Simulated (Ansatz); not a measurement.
Basis-set extrapolation for `N[Si@H](O)O[Si@@H](N)O` (PBE0-D4/def2-TZVP geometry, frozen core, Ansatz 0.2.0). Multiplicity 1, RHF reference.

```json
{"": "HF", "def2-TZVPP": "-916.497569", "def2-QZVPP": "-916.534202"}
{"": "MP2 correlation", "def2-TZVPP": "-1.379092", "def2-QZVPP": "-1.488793"}
{"": "CCSD(T) correlation", "def2-TZVPP": "-1.466661", "def2-QZVPP": "not run"}
```

Energies in hartree. Use E(X) = E(∞) + A·exp(−7.88·√X) for Hartree–Fock and E(X) = E(∞) + B·X^(−2.97) for correlation, with X = 3 and 4, and add CCSD(T) minus MP2 of the smaller set to the MP2 limit.

What is the CCSD(T) energy at the basis-set limit?

HF limit: -916.534202 + (-0.036633) × 0.13774 = -916.53925. MP2 limit: -1.488793 + (-0.109701) × 0.74074 = -1.57005. Higher-order term: -1.466661 − (-1.379092) = -0.08757. Total: -918.19687 hartree, 146.0 kcal/mol below CCSD(T)/def2-TZVPP.
